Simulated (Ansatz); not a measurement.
Job for Ansatz (a quantum-chemistry and plane-wave program): U-B3LYP/def2-TZVPP on BrHSn (SMILES [Br][SnH]), a point of a bond scan (R = 1.963 Å). Elements past Kr take the def2 small-core potentials; no spin–orbit coupling.

Ansatz 0.2 input:
```yaml
crystal:
  periodic: [false, false, false]
  atoms:
    - {symbol: Sn, position_ang: [-0.57960730, -0.48360224, 0.71178077]}
    - {symbol: H, position_ang: [-1.85009187, -1.11322915, -0.64620223]}
    - {symbol: Br, position_ang: [0.87757024, 0.72103150, -1.00189399]}
basis:
  gaussian:
    orbitals: def2-TZVPP
hamiltonian:
  xc: {name: B3LYP}
magnetization: {spin_polarized: true, initial_magnetization: 0}
```

The head of its log:

```
WARN ansatz: RAYON_NUM_THREADS=1 ignored (pool sized by the plan → 1); use --threads N
Functional definition: B3LYP
integrals: 0.04 GiB planned
904 factors; their error is unknown
mean field: 0.56 GiB planned
mean field evaluation 1: about -75896.4617 eV, gradient 1.1e1 eV
mean field evaluation 2: about -75895.1516 eV, gradient 1.9e1 eV
```

Problem. Predict the final total energy.

Solution. -2789.1968 hartree.
